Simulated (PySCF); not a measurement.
Assigning NMR signals

Bonds (- single, = double, # triple, : aromatic): N1#C2, C2-Si3, Si3-C4, C4-Cl5, C4-Cl6, Si3-Si7, Si7-C8, C8-Si9, Si9-Si3. C4 carries H10; Si7 carries H11, H12; C8 carries H13, H14; Si9 carries H15, H16.

- geometry: GFN2-xTB
- NMR shieldings at PBE0/pcSseg-1/GIAO
- program: PySCF 2.14.0 with density-fitted response routines
- equivalent nuclei averaged, no relativistic terms, a single conformation, isolated molecule

References, each an isolated molecule treated in the same way: 13C, 1H vs TMS.

Question: Assign these signals to the numbered atoms. 13C{1H} NMR (computed): δ 122.5, 75.3, -9.2.

Answer: 
122.5 → C2, nitrile carbon: this is the usual window of a C≡N carbon, which has no attached hydrogen
75.3 → C4, sp3 CH bonded to 2 Cl and Si: 2 electronegative neighbours deshield it
-9.2 → C8, sp3 CH2 bonded to 2 Si: an electropositive neighbour leaves it electron-rich and shielded

Question: Assign these signals to the numbered atoms. 1H NMR (300 MHz, computed): δ 5.92 (s, 1H), 5.02 (m, 2H), 4.90 (m, 2H), 0.81 (m, 1H), 0.78 (m, 1H).

Answer: 
```tsv
δ (ppm)	atoms	environment	reason
5.92	H10	hydrogen on an sp3 CH bonded to 2 Cl and Si	its carbon carries Cl, which withdraws density
5.02	H11/H16	hydrogen on a silicon bonded to C, Si, in a 4-membered ring	–
4.90	H12/H15	hydrogen on a silicon bonded to C, Si, in a 4-membered ring	–
0.81	H13	hydrogen on an sp3 CH2 bonded to 2 Si	an electropositive neighbour shields it, as in TMS itself
0.78	H14	hydrogen on an sp3 CH2 bonded to 2 Si	–
```

H11/H16 and H12/H15; H13 and H14 lie closer than the usual error of such a calculation, so a measured spectrum could show them in the other order.

Carbons that carry Cl, above all several Cl atoms, come out too deshielded, partly because spin–orbit coupling is missing. Shifts are as computed. Against solution values, carbons near 30 ppm lie about +3 ppm off and those near 130 ppm about +5 ppm; carbons on Cl a further +6 ppm. Of 1211 compounds with measured shifts, 218 miss one by over three times the rms of a fit or turn the order of signals round; such compounds aren't used in these exercises. No couplings were computed; multiplicities are counted from neighbouring protons, with m where these are inequivalent, close in shift, in a saturated or five-membered ring or joined by F or P, and br s for small geminal =CH2 splittings.
